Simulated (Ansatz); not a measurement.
The same path of a periodic cell of 17 atoms, Li₁₆H (host Li, host structure bcc, interstitial H) was run twice with different band settings. Lost on the way: Li2–H17. Made: Li4–H17.

Method: DFT PBE, scalar-relativistic, plane waves, PAW (Ansatz 0.2.0). Settings: cutoff 420 eV, k mesh 4x4x4, fermi-dirac smearing 0.05 eV, no spin polarisation.

Relaxed end points:

```xyz
17
Lattice="6.9800 0.0000 0.0000 0.0000 6.9800 0.0000 0.0000 0.0000 6.9800" Properties=species:S:1:pos:R:3
Li 0.211 0.007 -0.009
Li 3.280 0.007 -0.010
Li 0.065 3.498 0.053
Li -0.097 0.003 3.623
Li 1.743 1.587 1.770
Li 3.425 3.498 0.053
Li 3.588 0.003 3.624
Li 5.232 1.673 1.669
Li -0.084 3.493 3.386
Li 1.743 5.390 1.777
Li 1.744 1.856 5.084
Li 3.572 3.493 3.386
Li 5.232 5.307 1.672
Li 5.234 1.784 5.357
Li 1.744 5.124 5.086
Li 5.234 5.205 5.361
H 1.748 -0.009 0.927
```

```xyz
17
Lattice="6.9800 0.0000 0.0000 0.0000 6.9800 0.0000 0.0000 0.0000 6.9800" Properties=species:S:1:pos:R:3
Li -0.020 0.000 0.201
Li 3.634 0.000 -0.106
Li 0.062 3.490 0.071
Li -0.016 0.000 3.288
Li 1.772 1.569 1.751
Li 3.376 3.490 -0.071
Li 3.633 0.000 3.592
Li 5.084 1.855 1.748
Li 0.064 3.490 3.419
Li 1.772 5.411 1.751
Li 1.673 1.670 5.243
Li 3.378 3.490 3.567
Li 5.084 5.125 1.748
Li 5.357 1.797 5.237
Li 1.673 5.310 5.243
Li 5.357 5.183 5.238
H 0.898 0.000 1.737
```

Common settings: end points relaxed.

| run | movable images | climbing image | spring | optimiser | start path | force threshold | iteration limit |
| --- | --- | --- | --- | --- | --- | --- | --- |
| 1 | 5 | yes | 2.0 eV/Å² | fire | straight line | 0.03 eV/Å | 33 |
| 2 | 2 | no | 5.0 eV/Å² | quadratic models (default) | default | 0.05 eV/Å | 50 |

**Question.** What does each run give, and how far can it be trusted?

**Answer.** Run 1: converged after 28 iterations, highest image 0.011 eV above the first end. Beside the main top the profile has a ripple of under 15 meV (maxima at images 2, 4), which may be a very shallow well or noise. By the program's own check the climbing image is a first-order saddle point (lowest curvatures found: -0.14 and 0.14 eV/Å²).
Run 2: converged after 4 iterations, highest image 0.014 eV above the first end. No image climbed, so the highest image needn't sit at the top of the path.
Limits of this set-up: coarse k mesh, odd electron count without spin.
